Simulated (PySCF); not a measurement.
**A search over the determinants of RbTl**

Unrestricted PBE0; basis Rb def2-SVP with ECP28, Tl def2-SVP with ECP60; scalar-relativistic core potentials; PySCF 2.14. Outer shells of the fragments: Rb 5s1; Tl 5d10 6s2 6p1.

Followed along the bond (rough minima from three points):

| 2Ms+1 | unpaired | ⟨S²⟩ at the start | R at minimum (Å) | Te (eV) |
| --- | --- | --- | --- | --- |
| 1 | none | 0.00 | 3.94 | 0.00 |
| 3 | σ ↑, π ↑ | 2.00 | 3.72 | 0.01 |
| 1 | σ ↓, π ↑ | 1.00 | 3.81 | 0.16 |
| 3 | σ ↑↑ | 2.00 | none in the scan | ≤ 0.47 |
| 3 | π ↑↑ | 2.00 | none in the scan | ≤ 0.67 |

Solutions found at the starting distance of 3.490 Å, counted from the lowest of them; the search is not exhaustive and high or unbound solutions are not listed, so other states can lie among these:

| 2Ms+1 | unpaired | term | E (eV) | ⟨S²⟩ | ⟨Lz²⟩ | μ (D) |
| --- | --- | --- | --- | --- | --- | --- |
| 3 | σ ↑, π ↑ | ³Π | 0.00 | 2.00 | 1.00 | -6.14 |
| 1 | none | ¹Σ⁺ | 0.09 | 0.00 | 0.00 | -2.92 |
| 1 | σ ↓, π ↑ | mixed | 0.16 | 1.00 | 1.00 | -5.09 |
| 3 | π ↑↑ | ³Σ⁻ | 0.67 | 2.00 | 0.00 | -11.26 |
| 3 | σ ↑↑ | ³Σ⁺ | 0.78 | 2.00 | 0.00 | 3.05 |
| 1 | π ↑↓ | mixed | 0.86 | 1.00 | 2.01 | -10.83 |

A term symbol is given only where ⟨S²⟩ and ⟨Lz²⟩ are close to those of a pure state; real π, δ and φ orbitals otherwise mix terms. A positive dipole means Rb(−)Tl(+).

Compare the gap between the two lowest followed solutions at the starting distance with the gap between their minima.

At PBE0 the second solution (triplet, unpaired electrons σ ↑, π ↑) lies -0.09 eV from the first (singlet, closed shell) at 3.490 Å and +0.01 eV at the minima; the two curves relax by different amounts, since their minima lie near 3.72 and 3.94 Å. A gap this small is a tie at this level.

These are scalar-relativistic numbers at best; spin–orbit coupling would shift them, the dissociation energy most. Counting both spins, an empty level lies below a filled one in some of these solutions, because spin and occupation are held.
